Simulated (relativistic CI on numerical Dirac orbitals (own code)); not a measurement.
# Sensitivity of the levels of Hg³⁷⁺ to α and to the nuclear radius

Method of calculation: Dirac-Coulomb-Breit CI, orbitals from a KLI potential per configuration, derivatives by finite differences, unscaled Slater integrals, QED left out (own radial code, finite nucleus).

Configuration list (outside the closed core [Ar] 3d10): 4s²4p⁶4d⁷, 4s²4p⁶4d⁶4f, 4s²4p⁵4d⁸, 4s²4p⁴4d⁹, 4s4p⁶4d⁸, 4p⁶4d⁹, 4s4p⁵4d⁹, 4s²4p⁶4d⁶5s. Levels of other configurations are missing.

With x = (α/α₀)² − 1 an excitation energy changes as ω = ω₀ + qx; K = 2q/ω₀ is the relative enhancement. Terms are leading LS components, so labels can repeat. The field-shift factor is F = δν/δ⟨r²⟩ for the transition from the lowest level.

Lowest level 4s²4p⁶4d⁷ ⁴F9/2.

```tsv
Level	ω₀ (cm⁻¹)	q (cm⁻¹)	K	F (GHz/fm²)
4s²4p⁶4d⁷ ²P3/2	39994	1013	0.0507	-1.11
4s²4p⁶4d⁷ ²D5/2	64042	8410	0.263	0.274
4s²4p⁶4d⁷ ⁴F7/2	197564	215300	2.18	8.15
4s²4p⁶4d⁷ ²H9/2	226280	209900	1.86	8.19
4s²4p⁶4d⁷ ⁴P3/2	229744	216600	1.89	8.15
4s²4p⁶4d⁷ ⁴P5/2	237704	219500	1.85	8.41
4s²4p⁶4d⁷ ⁴P1/2	242481	214800	1.77	7.09
4s²4p⁶4d⁷ ²H11/2	258905	211100	1.63	8.78
4s²4p⁶4d⁷ ²F7/2	277023	218800	1.58	8.36
4s²4p⁶4d⁷ ²F5/2	292551	208900	1.43	8.17
4s²4p⁶4d⁷ ²D3/2	352220	218600	1.24	9.12
4s²4p⁶4d⁷ ⁴F5/2	422932	425600	2.01	15.9
4s²4p⁶4d⁷ ⁴P3/2	435140	428100	1.97	15.6
4s²4p⁶4d⁷ ²P1/2	454808	430800	1.89	15
4s²4p⁶4d⁷ ²H9/2	459914	426700	1.86	16.7
4s²4p⁶4d⁷ ²F7/2	469192	421100	1.8	15.9
4s²4p⁶4d⁷ ²D5/2	551715	426600	1.55	16.6
4s²4p⁶4d⁷ ²D3/2	669764	641600	1.92	23.5
4s²4p⁵4d⁸ ⁴G°11/2	1707673	278400	0.326	27.4
4s²4p⁵4d⁸ ⁴F°9/2	1719044	215600	0.251	28.4
4s²4p⁵4d⁸ ²D°5/2	1722313	262500	0.305	25.6
4s²4p⁵4d⁸ ²P°1/2	1739568	229100	0.263	28.3
4s²4p⁵4d⁸ ²F°7/2	1743748	257100	0.295	24.9
```

At this charge energies of transitions that change n are usually good to better than 1 %, and those within a shell (Δn = 0) to a few per cent. Terms inside the open d or f shell come out 10 to 20 % too wide with unscaled integrals.
